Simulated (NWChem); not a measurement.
System: C3H8N, doublet; SMILES [CH](C)NC

NWChem input:

```
start job
memory heap 200 mb stack 900 mb global 1100 mb
geometry units angstroms noautosym nocenter noautoz
  C      0.504835     1.545177     0.068113
  C     -0.673076     0.667834    -0.167217
  N     -0.616815    -0.680196     0.168223
  C      0.566840    -1.458255    -0.085859
  H      1.400855     1.218750    -0.488393
  H      0.281092     2.571217    -0.257632
  H      0.801380     1.600027     1.138143
  H     -1.673205     1.101970    -0.073496
  H     -1.473928    -1.177654    -0.042112
  H      0.848839    -1.511749    -1.158301
  H      0.417883    -2.484878     0.279096
  H      1.428135    -1.043666     0.460396
end
basis spherical
  * library def2-svp
end
dft
  odft
  mult 2
  xc m06-2x
  iterations 150
end
cosmo
  do_cosmo_smd true
  solvent octanol
end
task dft energy
```

Output (shortened):

```
             Northwest Computational Chemistry Package (NWChem) 7.3.0
             --------------------------------------------------------

                             Geometry "geometry" -> ""
                             -------------------------

 Output coordinates in angstroms (scale by  1.889725989 to convert to a.u.)

  No.       Tag          Charge          X              Y              Z
 ---- ---------------- ---------- -------------- -------------- --------------
    1 C                    6.0000     0.50483500     1.54517700     0.06811300
    2 C                    6.0000    -0.67307600     0.66783400    -0.16721700
    3 N                    7.0000    -0.61681500    -0.68019600     0.16822300
    4 C                    6.0000     0.56684000    -1.45825500    -0.08585900
    5 H                    1.0000     1.40085500     1.21875000    -0.48839300
    6 H                    1.0000     0.28109200     2.57121700    -0.25763200
    7 H                    1.0000     0.80138000     1.60002700     1.13814300
    8 H                    1.0000    -1.67320500     1.10197000    -0.07349600
    9 H                    1.0000    -1.47392800    -1.17765400    -0.04211200
   10 H                    1.0000     0.84883900    -1.51174900    -1.15830100
   11 H                    1.0000     0.41788300    -2.48487800     0.27909600
   12 H                    1.0000     1.42813500    -1.04366600     0.46039600

 Effective nuclear repulsion energy (a.u.)     126.9222826741

                                 NWChem DFT Module
                                 -----------------

 Summary of "ao basis" -> "ao basis" (spherical)
 ------------------------------------------------------------------------------
       Tag                 Description            Shells   Functions and Types
 ---------------- ------------------------------  ------  ---------------------
 C                          def2-svp                 6       14   3s2p1d
 N                          def2-svp                 6       14   3s2p1d
 H                          def2-svp                 3        5   2s1p

 in cosmo_initialize ...
 calling solv_data for solv:octanol

 solvent parameters
 solvname_short: octanol
 solvname_long:  1-octanol
 dielec:        9.8629
 dielecinf:     2.0435
 nonaqueous SMD model solvent descriptors
 dielec:        9.8629
 sola:          0.3700
 solb:          0.4800
 solc:          0.0000
 solg:         39.0100
 solh:          0.0000
 soln:          1.4295

          ---------------
          -cosmo- solvent
          ---------------
 Cosmo: York-Karplus, doi: 10.1021/jp992097l
 dielectric constant -eps-     =   9.86
 screen = (eps-1)/(eps    )    =   0.89861
 surface charge correction     = lagrangian

   van der Waals surface
 --------------------------

 ---------- ATOMIC COORDINATES (A.U.) ------------ VDWR(ANG.) --
     1    0.95399982    2.91996113    0.12871491     1.850
     2   -1.27192921    1.26202327   -0.31599431     1.850
     3   -1.16561134   -1.28538406    0.31789537     1.890
     4    1.07117228   -2.75570237   -0.16224998     1.850
     5    2.64723210    2.30310355   -0.92292894     1.200
     6    0.53118686    4.85889559   -0.48685389     1.200
     7    1.51438861    3.02361260    2.15077841     1.200
     8   -3.16189897    2.08242135   -0.13888730     1.200
     9   -2.78532005   -2.22544337   -0.07958014     1.200
    10    1.60407312   -2.85679137   -2.18887150     1.200
    11    0.78968437   -4.69573854    0.52741496     1.200
    12    2.69878382   -1.97224276    0.87002229     1.200
 number of segments per atom =        128
 number of   points per atom =        128
 atom (   nspa,  nppa )
 ----------------------
    1 (     50,     0 )       0
    2 (     47,     0 )       0
    3 (     49,     0 )       0
    4 (     55,     0 )       0
    5 (     53,     0 )       0
    6 (     55,     0 )       0
    7 (     53,     0 )       0
    8 (     54,     0 )       0
    9 (     47,     0 )       0
   10 (     53,     0 )       0
   11 (     54,     0 )       0
   12 (     52,     0 )       0
 number of -cosmo- surface points =      622
 molecular surface =    103.389 angstrom**2
 molecular volume  =     79.897 angstrom**3
 -lineq- algorithm             =   0
 -bem- low  level              =   3
 -bem- from -octahedral-
 gaussian surface charge width =   4.50000
 degree of switching           =   1.00000
 switching function tolerance  =   0.00010
 atomic radii =
 --------------
    1  6.000  1.850
    2  6.000  1.850
    3  7.000  1.890
    4  6.000  1.850
    5  1.000  1.200
    6  1.000  1.200
    7  1.000  1.200
    8  1.000  1.200
    9  1.000  1.200
   10  1.000  1.200
   11  1.000  1.200
   12  1.000  1.200
 ...... end of -cosmo- initialization ......

 nat:                    12
 ixmem:                  7844
 calling mnsol_interface()
 G(SMD-CDS) energy (kcal/mol)  =     0.057
 SMD-CDS SASA (angstrom**2)    =   135.625

            General Information
            -------------------
          SCF calculation type: DFT
          Wavefunction type:  spin polarized.
          No. of atoms     :    12
          No. of electrons :    33
           Alpha electrons :    17
            Beta electrons :    16
          Charge           :     0
          Spin multiplicity:     2
          Use of symmetry is: off; symmetry adaption is: off
          Maximum number of iterations: 150
          AO basis - number of functions:    96
                     number of shells:    48
          Convergence on energy requested:  1.00D-06
          Convergence on density requested:  1.00D-05
          Convergence on gradient requested:  5.00D-04

              XC Information
              --------------
                       M06-2X Method XC Functional
                     Hartree-Fock (Exact) Exchange  0.540
                        M06-2X Exchange Functional  1.000
                      M06-2X Correlation Potential  1.000

[...]

                                COSMO-SMD solvation results
                                ---------------------------

             internal energy in gas <Psi(g)|H|Psi(g)> =      -173.595354658692
         internal energy in solvent <Psi(s)|H|Psi(s)> =      -173.594760854472
                               delta internal energy  =         0.000593804220 (    0.37 kcal/mol)
   total free energy in solvent <Psi(s)|H+V/2|Psi(s)> =      -173.600842745744
 polarization energy contribution <Psi(s)|V/2|Psi(s)> =        -0.006081891272 (   -3.82 kcal/mol)
    total free energy in solvent including G(SMD-CDS) =      -173.600752188648
                       G(SMD-CDS) energy contribution =         0.000090557097 (    0.06 kcal/mol)
     1 M fixed-concentration free energy of solvation =        -0.005397529956 (   -3.39 kcal/mol)

                    DFT Final Alpha Molecular Orbital Analysis
                    ------------------------------------------

 Vector   15  Occ=1.000000D+00  E=-4.152277D-01
              MO Center= -1.4D-01,  8.0D-01, -6.2D-02, r^2= 2.9D+00
   Bfn.  Coefficient  Atom+Function         Bfn.  Coefficient  Atom+Function
  ----- ------------  ---------------      ----- ------------  ---------------
     4      0.323355   1 C  px               18     -0.306398   2 C  px
    72      0.271051   8 H  s                57      0.216181   5 H  s
    46     -0.182535   4 C  px               32     -0.167224   3 N  px
     7      0.153161   1 C  px               62     -0.151171   6 H  s
    73      0.122783   8 H  s                77     -0.123299   9 H  s

 Vector   16  Occ=1.000000D+00  E=-3.609193D-01
              MO Center= -9.3D-02, -3.7D-01, -8.6D-03, r^2= 2.7D+00
   Bfn.  Coefficient  Atom+Function         Bfn.  Coefficient  Atom+Function
  ----- ------------  ---------------      ----- ------------  ---------------
    34      0.402138   3 N  pz               37     -0.306814   3 N  pz
    20     -0.245462   2 C  pz               82     -0.223972  10 H  s
    48      0.210836   4 C  pz               23     -0.187700   2 C  pz
    92      0.148924  12 H  s                 6      0.133755   1 C  pz
    67      0.133644   7 H  s                57     -0.127325   5 H  s

 Vector   17  Occ=1.000000D+00  E=-1.858575D-01
              MO Center= -4.7D-01,  3.1D-01, -1.4D-01, r^2= 2.2D+00
   Bfn.  Coefficient  Atom+Function         Bfn.  Coefficient  Atom+Function
  ----- ------------  ---------------      ----- ------------  ---------------
    20      0.501911   2 C  pz               23      0.493539   2 C  pz
    37     -0.380302   3 N  pz               34      0.354529   3 N  pz
    17     -0.304086   2 C  s                68     -0.224372   7 H  s
    83     -0.179910  10 H  s                 3      0.163802   1 C  s
    67     -0.157959   7 H  s                82     -0.107197  10 H  s

 Vector   18  Occ=0.000000D+00  E= 1.011898D-01
              MO Center= -2.3D-01, -4.6D-01, -5.8D-02, r^2= 7.9D+00
   Bfn.  Coefficient  Atom+Function         Bfn.  Coefficient  Atom+Function
  ----- ------------  ---------------      ----- ------------  ---------------
     3      1.432922   1 C  s                45      1.387101   4 C  s
    88     -0.836898  11 H  s                78     -0.795753   9 H  s
    63     -0.705467   6 H  s                31      0.636052   3 N  s
    73     -0.618426   8 H  s                83     -0.588095  10 H  s
    93     -0.561074  12 H  s                58     -0.530462   5 H  s

 Vector   19  Occ=0.000000D+00  E= 1.236950D-01
              MO Center=  1.4D-01, -1.1D-02,  3.5D-02, r^2= 7.2D+00
   Bfn.  Coefficient  Atom+Function         Bfn.  Coefficient  Atom+Function
  ----- ------------  ---------------      ----- ------------  ---------------
     3      1.744712   1 C  s                45      1.026773   4 C  s
    58     -0.983196   5 H  s                17     -0.897821   2 C  s
    93     -0.892751  12 H  s                78      0.870898   9 H  s
    31     -0.739428   3 N  s                68     -0.712617   7 H  s
    73      0.701583   8 H  s                83     -0.458371  10 H  s

 Vector   20  Occ=0.000000D+00  E= 1.470220D-01
              MO Center=  3.5D-02,  5.8D-01, -1.5D-01, r^2= 9.4D+00
   Bfn.  Coefficient  Atom+Function         Bfn.  Coefficient  Atom+Function
  ----- ------------  ---------------      ----- ------------  ---------------
     3      1.640622   1 C  s                45     -1.567372   4 C  s
    63     -1.279874   6 H  s                83      0.953616  10 H  s
    88      0.940458  11 H  s                73     -0.891553   8 H  s
    68     -0.802374   7 H  s                 8      0.485178   1 C  py
    17      0.484665   2 C  s                21     -0.448899   2 C  px

                     DFT Final Beta Molecular Orbital Analysis
                     -----------------------------------------

 Vector   14  Occ=1.000000D+00  E=-4.241476D-01
              MO Center=  1.3D-01, -1.4D-01,  3.9D-02, r^2= 4.0D+00
   Bfn.  Coefficient  Atom+Function         Bfn.  Coefficient  Atom+Function
  ----- ------------  ---------------      ----- ------------  ---------------
    33     -0.257603   3 N  py                5      0.247719   1 C  py
    87      0.242783  11 H  s                47     -0.241539   4 C  py
    19     -0.239133   2 C  py               62      0.223132   6 H  s
    77     -0.184967   9 H  s                92     -0.164396  12 H  s
     8      0.130886   1 C  py               36      0.127592   3 N  py

 Vector   15  Occ=1.000000D+00  E=-4.079302D-01
              MO Center= -2.1D-01,  8.0D-01, -6.5D-02, r^2= 2.8D+00
   Bfn.  Coefficient  Atom+Function         Bfn.  Coefficient  Atom+Function
  ----- ------------  ---------------      ----- ------------  ---------------
     4      0.330704   1 C  px               18     -0.313923   2 C  px
    72      0.295890   8 H  s                57      0.216504   5 H  s
    46     -0.179756   4 C  px               32     -0.169029   3 N  px
     7      0.160170   1 C  px               73      0.148226   8 H  s
    77     -0.133484   9 H  s                62     -0.121481   6 H  s

 Vector   16  Occ=1.000000D+00  E=-3.211019D-01
              MO Center= -2.8D-01, -5.0D-01,  5.0D-02, r^2= 2.2D+00
   Bfn.  Coefficient  Atom+Function         Bfn.  Coefficient  Atom+Function
  ----- ------------  ---------------      ----- ------------  ---------------
    34      0.453019   3 N  pz               37     -0.381310   3 N  pz
    82     -0.208239  10 H  s                20     -0.200318   2 C  pz
    23     -0.180929   2 C  pz               48      0.176575   4 C  pz
    92      0.127021  12 H  s                83     -0.123290  10 H  s
    31     -0.105007   3 N  s                 3      0.097330   1 C  s

 Vector   17  Occ=0.000000D+00  E= 3.012668D-02
              MO Center= -4.1D-01,  4.0D-01, -2.3D-01, r^2= 2.7D+00
   Bfn.  Coefficient  Atom+Function         Bfn.  Coefficient  Atom+Function
  ----- ------------  ---------------      ----- ------------  ---------------
    23      0.580500   2 C  pz               68     -0.437173   7 H  s
    83     -0.428566  10 H  s                20      0.426076   2 C  pz
    17     -0.377300   2 C  s                 3      0.358512   1 C  s
    37     -0.349262   3 N  pz               45      0.294517   4 C  s
    34      0.273225   3 N  pz               51     -0.183744   4 C  pz

 Vector   18  Occ=0.000000D+00  E= 1.005335D-01
              MO Center=  1.1D-01, -3.3D-01, -4.2D-02, r^2= 8.0D+00
   Bfn.  Coefficient  Atom+Function         Bfn.  Coefficient  Atom+Function
  ----- ------------  ---------------      ----- ------------  ---------------
     3      1.638997   1 C  s                45      1.509396   4 C  s
    88     -0.812204  11 H  s                63     -0.717549   6 H  s
    78     -0.687982   9 H  s                58     -0.679094   5 H  s
    93     -0.674431  12 H  s                83     -0.644638  10 H  s
    31      0.552538   3 N  s                68     -0.547314   7 H  s

 Vector   19  Occ=0.000000D+00  E= 1.227587D-01
              MO Center= -1.6D-01, -1.3D-01,  7.5D-02, r^2= 7.2D+00
   Bfn.  Coefficient  Atom+Function         Bfn.  Coefficient  Atom+Function
  ----- ------------  ---------------      ----- ------------  ---------------
     3      1.647311   1 C  s                78      0.971828   9 H  s
    58     -0.925128   5 H  s                17     -0.864142   2 C  s
    31     -0.791344   3 N  s                93     -0.781614  12 H  s
    68     -0.753124   7 H  s                45      0.712500   4 C  s
    73      0.710313   8 H  s                50      0.345978   4 C  py

   alpha - beta orbital overlaps
   -----------------------------

   alpha      1      2      3      4      5      6      7      8      9     10
    beta      1      2      3      4      5      6      7      8      9     10
 overlap   1.000  1.000  1.000  1.000  1.000  0.998  1.000  0.995  0.996  0.983

   alpha     11     12     13     14     15     16     17     18     19     20
    beta     11     12     13     14     15     16     17     18     19     20
 overlap   0.964  0.978  0.989  0.998  0.993  0.981  0.975  0.987  0.988  0.989

   alpha     21     22     23     24     25     26     27     28     29     30
    beta     21     22     23     24     25     26     27     28     29     30
 overlap   0.930  0.943  0.995  0.987  0.994  0.999  0.993  0.993  0.993  0.980

[...]
```

Level: M06-2X/def2-SVP, spin-unrestricted, SMD on the gas-phase geometry. The geometry was optimised at PBE0/def2-SVP, spin-unrestricted. Not confirmed as a minimum by frequencies. No stability test was run on the SCF state. Solvent: 1-octanol.
